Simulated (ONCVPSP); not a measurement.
## copper (Cu), ONCV: configuration errors across variants

| Quantity | Value |
| --- | --- |
| Element | Cu |
| Generator | ONCVPSP 4.0.1 |
| Type | optimised norm-conserving Vanderbilt (ONCV) |
| Functional | LDA (Perdew-Wang 92) |
| Relativity | scalar-relativistic |
| Frozen core | [Ne] |
| Valence charge | 19 |
| Reference configuration | 3s2 3p6 3d10 4s1 |
| Partial waves | 3s+4s: rc 1.05 bohr, ncon 5, nbas 9, qcut 13 1/bohr, 3 projectors, debl 2.2 Ha; 3p: rc 1.15 bohr, ncon 4, nbas 8, qcut 11.9 1/bohr, 3 projectors, debl 1 Ha; 3d: rc 0.95 bohr, ncon 3, nbas 8, qcut 16.6 1/bohr, local |
| Local potential | the d channel |
| Core correction | Teter function fitted to the true core (icmod 2), fcfact 0.65 |

In the p channel the program set the typed energies aside and used -2.647, 0.250, 1.250 Ha.

All-electron excitation energies from the reference (eV): (1) 3s2 3p6 3d10 4s0 8.429; (2) 3s2 3p6 3d9 4s0 30.118; (3) 3s2 3p6 3d10 4s0 4p1 4.256.

2 further variants failed, have other tests or too few solved ones, and are left out.

Errors AE − PS in meV (a dash: test not solved or not reliable):

```csv
change,(1),(2),(3),bound ghosts,GHOST(+) flags above zero
base,+1.2,-6.9,+0.7,none,s
p: rc 0.96,+1.2,-6.9,+0.7,none,s
p: rc 1.12,+1.2,-6.9,+0.7,none,s
p: rc 1.18,+1.2,-6.9,+0.7,none,s
p: rc 1.3,+1.2,-7.0,+0.8,none,s
p: rc 1.42,+1.2,-7.0,+0.8,none,s
p: rc 1.46,+1.2,-7.0,+0.8,none,s
p: rc 1.66,+1.1,-7.4,+0.8,none,s
```

Task: Give the same row for: p: rc 1.6.

Result: +1.2, -7.2, +0.8; bound ghosts: none; GHOST(+) flags above zero: s.
